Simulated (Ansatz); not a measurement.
Molecule: CrF₄, charge 0, multiplicity 3. The spin state was set by rule; other spins were not relaxed. 
Geometry from a B3LYP-D3(BJ)/def2-TZVP (Ansatz, an electronic-structure program) optimisation:
```xyz
5

Cr     0.0000     0.0000     0.0000
F      1.5679    -0.3177    -0.6010
F      0.1146     0.6396     1.5806
F     -0.7815     1.1298    -1.0164
F     -0.9009    -1.4517     0.0368
```
Charge 0, spin multiplicity 3.

Basis-set convergence of Hartree-Fock and CCSD(T) correlation energies (hartree) with Ansatz. Valence correlation only, unless marked. Open shells are spin-unrestricted. Spin-orbit coupling is left out. Frozen are the shells of the preceding noble gas and the d and f shells that filled before the atom's block. Non-relativistic.

```csv
basis,functions,E(HF),"E(corr, CCSD(T))"
def2-SVP,87,-1440.60879,-0.97399
def2-TZVPP,188,?,?
```

Question: What belongs in the gaps?

Answer: 
- def2-TZVPP, E(HF): -1441.31944
- def2-TZVPP, E(corr, CCSD(T)): -1.26623
